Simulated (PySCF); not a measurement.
PySCF input file for Se(Me)(Et) (C3H8Se), SMILES C(C)[Se]C, IEF-PCM-B3LYP/def2-SVP. The structure is a stationary point at B3LYP-D3(BJ)/def2-SVP. The values are those of a single conformer.

```python
import numpy as np
from pyscf import gto, scf, dft
from pyscf.solvent import pcm

mol = gto.M(
    atom='''
    Se    0.06752429    0.27330745    0.70923279
    C    -1.30694588    1.19731071   -0.34125581
    H    -1.58758294    2.09760654    0.22259974
    H    -2.19206811    0.55627310   -0.46040371
    H    -0.92146377    1.49729503   -1.32512718
    C     0.26022635   -1.30798035   -0.45518781
    C     0.89513299   -1.02464953   -1.80945223
    H    -0.73674079   -1.76386605   -0.55954706
    H     0.87528224   -2.00368014    0.13633637
    H     1.89605813   -0.58176661   -1.69403321
    H     0.28596590   -0.32660449   -2.40476741
    H     0.99424288   -1.95579552   -2.39359755
    ''',
    basis='def2-SVP',
    charge=0,
    spin=0,
    max_memory=1600,
    verbose=3,
)
mf = dft.RKS(mol, xc='b3lyp').density_fit(auxbasis='def2-universal-jkfit')
mf.grids.level = 3
mf.conv_tol = 1e-9
mf.max_cycle = 100
mf.kernel()
res = {}
for name, eps in {'water': 78.355, 'chloroform': 4.7113, 'benzene': 2.2706}.items():
    s = mf.PCM()
    s.with_solvent.method, s.with_solvent.eps, s.with_solvent.lebedev_order = 'IEF-PCM', eps, 29
    s.kernel(mf.make_rdm1())
    res[name] = (s.e_tot, eps, s.dip_moment(), s.mo_energy, s.converged)
    print(f'{name}: electrostatic solvation free energy {(s.e_tot - mf.e_tot) * 627.509474:.3f} kcal/mol')
```

It prints:

```
converged SCF energy = -2520.34174157497

WARN: PCM is an experimental feature. It is still in testing.
Features and APIs may be changed in the future.

converged SCF energy = -2520.34589606493
Dipole moment(X, Y, Z, Debye): -0.83607, -0.57654, -1.69400
water: electrostatic solvation free energy -2.607 kcal/mol

WARN: PCM is an experimental feature. It is still in testing.
Features and APIs may be changed in the future.

converged SCF energy = -2520.34463457213
Dipole moment(X, Y, Z, Debye): -0.74441, -0.51862, -1.54744
chloroform: electrostatic solvation free energy -1.815 kcal/mol

WARN: PCM is an experimental feature. It is still in testing.
Features and APIs may be changed in the future.

converged SCF energy = -2520.34354219144
Dipole moment(X, Y, Z, Debye): -0.67489, -0.47345, -1.42377
benzene: electrostatic solvation free energy -1.130 kcal/mol
```

Self-consistency was reached.

Cost: roughly 90 core-seconds.
